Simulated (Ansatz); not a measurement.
`C=C=[N][SbH2]` + `N[SiH3]` → `[SiH3][NH][SbH2]` + `C=C=N` at 298.15 K and 1 bar (ligand exchange at the Sb–N bond).

Computed with Ansatz on PBE0-D4/def2-TZVP structures; ΔE is electronic, products minus reactants. CCSD(T)/CBS is the MP2 limit (def2-TZVPP, def2-QZVPP) plus CCSD(T) − MP2 in def2-TZVPP, frozen cores. This one scheme is used for every species. def2 core potentials past Kr. For Sb outer-core shells are correlated without core-valence functions, which leaves a few kJ/mol of doubt a bond. Each species was taken in one conformer, which may not be the lowest.

```tsv
species	CCSD(T)/CBS energy (Eh)	H − E (kJ/mol)	S (J/(mol·K))
`C=C=[N][SbH2]`	-373.15774	143.6	330.9
`N[SiH3]`	-346.80422	145.7	264.3
`[SiH3][NH][SbH2]`	-587.40566	161.6	341.4
`C=C=N`	-132.55079	127.2	249.7
```

H − E and S are ideal-gas, rigid-rotor, harmonic terms from PBE0-D4/def2-TZVP, for one conformer and one mirror image of each species. 1 Eh = 2625.50 kJ/mol, R = 8.31446 J/(mol·K).

Question: By hand: ΔE, ΔH, ΔS and ΔG.

Answer: ΔE = (-587.40566) + (-132.55079) − (-373.15774) − (-346.80422) = 0.00551 Eh = 14.5 kJ/mol. Δ(H − E) = 161.6 + 127.2 − 143.6 − 145.7 = -0.5, so ΔH = 14.0 kJ/mol. ΔS = 341.4 + 249.7 − 330.9 − 264.3 = -4.1 J/(mol·K). ΔG = 14.0 − 298.15 × (-4.1)/1000 = 15.2 kJ/mol.

Question: By hand: the equilibrium constant, and the temperature at which ΔG would vanish if ΔH and ΔS stayed fixed.

Answer: log₁₀ K = −ΔG/(RT ln 10) = -2.7. ΔH and −TΔS have one sign here, so there is no such temperature. One of them is within its doubt of zero, so this could turn.

The number of gas molecules stays the same, so ΔS is small and ΔH decides. A doubt of 5 kJ/mol in ΔE shifts log₁₀ K by 0.9 here. Other conformers and mirror images would add mixing entropy, several J/(mol·K) or more a flexible species. These are equilibria of isolated gas molecules and say nothing of rates. Largest T1 diagnostic: 0.015 (customary marks: 0.02 for closed shells, 0.045 for open ones).
